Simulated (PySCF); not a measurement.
Geometry:
| atom | x (Å) | y (Å) | z (Å) |
| --- | --- | --- | --- |
| C1 | 3.264 | 0.719 | -0.631 |
| C2 | 2.476 | -0.546 | -0.335 |
| C3 | 1.122 | -0.304 | 0.322 |
| C4 | 0.375 | -1.593 | 0.673 |
| C5 | -1.006 | -1.200 | 1.190 |
| P6 | -1.533 | 0.229 | 0.139 |
| C7 | -2.473 | -0.510 | -1.244 |
| Al8 | -2.579 | 2.100 | 1.328 |
| C9 | 0.163 | 0.537 | -0.538 |
| H10 | 2.746 | 1.364 | -1.357 |
| H11 | 3.425 | 1.312 | 0.284 |
| H12 | 4.254 | 0.483 | -1.051 |
| H13 | 3.068 | -1.205 | 0.323 |
| H14 | 2.318 | -1.118 | -1.269 |
| H15 | 1.288 | 0.249 | 1.266 |
| H16 | 0.280 | -2.218 | -0.234 |
| H17 | 0.930 | -2.192 | 1.412 |
| H18 | -0.956 | -0.843 | 2.231 |
| H19 | -1.752 | -2.007 | 1.154 |
| H20 | -1.939 | -1.364 | -1.686 |
| H21 | -2.637 | 0.257 | -2.014 |
| H22 | -3.456 | -0.839 | -0.875 |
| H23 | -1.337 | 2.411 | 2.308 |
| H24 | -2.838 | 3.121 | 0.113 |
| H25 | -3.857 | 1.355 | 1.960 |
| H26 | 0.397 | 1.610 | -0.520 |
| H27 | 0.190 | 0.203 | -1.589 |

Geometry: PBE0-D3(BJ)/def2-SVP; GIAO absolute shieldings from PySCF 2.14, gas phase, non-relativistic, averaged over equivalent atoms.

At KT2/pcSseg-1 (257 basis functions, 86 s wall time on 1 thread of an Intel Xeon Platinum 8488C, shared host):
| atoms | σ (ppm) |
| --- | --- |
| C3 | 133.8 |
| C4 | 145.1 |
| C9 | 148.4 |
| C2 | 150.1 |
| C5 | 154.2 |
| C1 | 167.7 |
| C7 | 169.8 |
| P6 | 350.4 |
| Al8 | 464.6 |
| H23/H24/H25 | 27.40 |
| H26 | 28.81 |
| H17 | 29.18 |
| H18 | 29.25 |
| H13 | 29.30 |
| H19 | 29.53 |
| H15 | 29.55 |
| H20/H21/H22 | 29.95 |
| H16 | 29.99 |
| H10/H11/H12 | 30.10 |
| H14 | 30.18 |
| H27 | 30.52 |

Predict the values at PBE0/pcSseg-1 on the same geometry.

Results:


```json
{"atoms": "C3", "σ at PBE0/pcSseg-1": "137.9", "change": "+4.1"}
{"atoms": "C4", "σ at PBE0/pcSseg-1": "147.7", "change": "+2.6"}
{"atoms": "C9", "σ at PBE0/pcSseg-1": "151.4", "change": "+3.0"}
{"atoms": "C2", "σ at PBE0/pcSseg-1": "152.9", "change": "+2.8"}
{"atoms": "C5", "σ at PBE0/pcSseg-1": "157.5", "change": "+3.3"}
{"atoms": "C1", "σ at PBE0/pcSseg-1": "169.6", "change": "+1.9"}
{"atoms": "C7", "σ at PBE0/pcSseg-1": "172.2", "change": "+2.4"}
{"atoms": "P6", "σ at PBE0/pcSseg-1": "340.5", "change": "-9.9"}
{"atoms": "Al8", "σ at PBE0/pcSseg-1": "459.5", "change": "-5.1"}
{"atoms": "H23/H24/H25", "σ at PBE0/pcSseg-1": "27.58", "change": "+0.18"}
{"atoms": "H26", "σ at PBE0/pcSseg-1": "29.02", "change": "+0.21"}
{"atoms": "H17", "σ at PBE0/pcSseg-1": "29.39", "change": "+0.21"}
{"atoms": "H18", "σ at PBE0/pcSseg-1": "29.38", "change": "+0.13"}
{"atoms": "H13", "σ at PBE0/pcSseg-1": "29.55", "change": "+0.25"}
{"atoms": "H19", "σ at PBE0/pcSseg-1": "29.77", "change": "+0.24"}
{"atoms": "H15", "σ at PBE0/pcSseg-1": "29.77", "change": "+0.22"}
{"atoms": "H20/H21/H22", "σ at PBE0/pcSseg-1": "30.06", "change": "+0.11"}
{"atoms": "H16", "σ at PBE0/pcSseg-1": "30.10", "change": "+0.11"}
{"atoms": "H10/H11/H12", "σ at PBE0/pcSseg-1": "30.21", "change": "+0.11"}
{"atoms": "H14", "σ at PBE0/pcSseg-1": "30.34", "change": "+0.16"}
{"atoms": "H27", "σ at PBE0/pcSseg-1": "30.64", "change": "+0.12"}
```

The largest change is at P6 (phosphorus bonded to 3 C, Al, in a 5-membered ring). Cost: 257 basis functions, 67 s wall time on 1 thread of an Intel Xeon Platinum 8488C, shared host. The order of the carbon signals is the same at both levels.
